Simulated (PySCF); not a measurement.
Work out the structure from these simulated measurements.

Formula: C4H12Si3.

| Item | Value |
| --- | --- |
| Rotational structure | rotational constants A, B, C: 1.161, 1.101, 0.961 GHz [PBE0-D3(BJ)/def2-SVP] |
| 13C NMR | chemical shifts (computed TMS as zero) by class: 146.0 (2 C), 141.1 (2 C) ppm [GIAO PBE0/pcSseg-1] |
| Valence photoelectron | vertical ionisation energy: 8.94 eV [ΔSCF CAM-B3LYP/def2-SVPD] |
| XPS | Si2p3/2 105.8, Si2p3/2 106.1 (×2), C1s 290.0 (×2), C1s 290.3 (×2), Si1s 1845.6, Si1s 1845.8 (×2) eV [ΔSCF SCAN, pcX-2 on the ionised atom, pcseg-1 elsewhere, spin-free X2C, 2p3/2 from a spin–orbit splitting computed afterwards within the 2p shell] |
| Polarisability | 139.6 au [CAM-B3LYP/def2-SVPD] |
| UV, strongest line | among the 10 lowest singlet transitions: S7 at 6.96 eV (178 nm, f = 0.221) [TDDFT CAM-B3LYP/def2-SVPD] |
| Triplet | lowest triplet excitation (Tamm–Dancoff): 4.09 eV [TDA CAM-B3LYP/def2-SVPD] |

Electronic properties: PySCF, gas phase, density fitting. Levels stand in brackets. Isolated species at its PBE0-D3(BJ)/def2-SVP geometry (one conformer only). NMR classes are plain means over equivalent atoms (diastereotopic ones count apart unless rotation or inversion swaps them), as if these changed places fast.

**Question.** What is the compound? Reason from the data.

**Answer.** 4 carbons fall into 2 classes; from least to most shielded: carbon bonded to C and 2 H (146.0 ppm, 2 C, up to 2.8 ppm apart in this geometry), carbon bonded to C, Si and H (141.1 ppm, 2 C). The core levels belong to: Si2p3/2 105.8 eV, silicon bonded to 2 C and 2 Si; Si2p3/2 106.1 eV, silicon bonded to Si and 3 H; C1s 290.0 eV, carbon bonded to C, Si and H; C1s 290.3 eV, carbon bonded to C and 2 H; Si1s 1845.6 eV, silicon bonded to 2 C and 2 Si; Si1s 1845.8 eV, silicon bonded to Si and 3 H. One atom of each topological class was ionised and stands for its class. The hole state at 290.0 eV has ⟨S²⟩ = 0.82 against 0.75, so that value is less sure. The optimised geometry has point group C1 and is an asymmetric top. Structure: Si(vinyl)2(SiH3)2, `C=C[Si](C=C)([SiH3])[SiH3]`. The assignments are read from this structure; whether some other isomer fits the data as well wasn't checked.
